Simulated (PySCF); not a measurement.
# Magnetisability: SMILES FC[C@@H]1OC[C@H]1CBr, C5H8BrFO

Geometry:
```csv
atom,x (Å),y (Å),z (Å)
F1,-2.309,-1.203,0.948
C2,-2.002,-0.638,-0.263
C3,-0.858,0.353,-0.087
O4,-0.496,0.989,-1.310
C5,0.850,0.503,-1.240
C6,0.554,-0.244,0.067
C7,1.319,0.199,1.291
Br8,3.184,-0.358,1.158
H9,-1.731,-1.449,-0.945
H10,-2.896,-0.123,-0.627
H11,-1.129,1.083,0.688
H12,1.570,1.322,-1.155
H13,1.105,-0.120,-2.100
H14,0.583,-1.331,-0.025
H15,1.330,1.284,1.392
H16,0.918,-0.257,2.196
```

The calculation used GIAO HF/pcSseg-1 magnetisability, rotational g tensor and spin-rotation constants, non-relativistic, gas phase in PySCF. Geometry: GFN2-xTB.

The calculation is non-relativistic, which matters for the atoms heavier than Zn.

Problem. How diamagnetic is it, and how anisotropic?

Solution. Isotropic -1516 × 10⁻³⁰ J/T², or -91.3 × 10⁻⁶ cm³/mol; principal values -1642, -1584, -1321 × 10⁻³⁰ J/T², anisotropy 296 × 10⁻³⁰ J/T² (root of half the summed squared differences of the principal values). The susceptibility is in cgs units.

Problem. Split it along the inertial axes a, b, c into diamagnetic and paramagnetic parts about the centre of mass, with the quadrupole moment.

Solution. 
| axis | χ (10⁻⁶ cm³/mol) | diamagnetic (10⁻⁶ cm³/mol) | paramagnetic (10⁻⁶ cm³/mol) | summed x² of all electrons (Å²) | quadrupole Θ (D Å) |
| --- | --- | --- | --- | --- | --- |
| a | -95.9 | -534.8 | 438.9 | 428.5 | -4.65 |
| b | -94.9 | -1942.7 | 1847.8 | 96.6 | -5.05 |
| c | -83.0 | -2227.6 | 2144.6 | 29.5 | +9.70 |

Anisotropies 2χaa − χbb − χcc = -14.0 and 2χbb − χaa − χcc = -10.8 × 10⁻⁶ cm³/mol. Θ is traceless in Buckingham's convention.

Problem. And the rotational g tensor?

Solution. 
| axis | rotational constant (GHz) | g | nuclear part | electronic part |
| --- | --- | --- | --- | --- |
| a | 2.7938 | -0.0186 | 0.5574 | -0.5760 |
| b | 0.5778 | -0.0041 | 0.4975 | -0.5016 |
| c | 0.5017 | -0.0084 | 0.4971 | -0.5054 |

Asymmetric top; isotopes 79Br, 12C, 19F, 1H, 16O; no vibrational averaging.
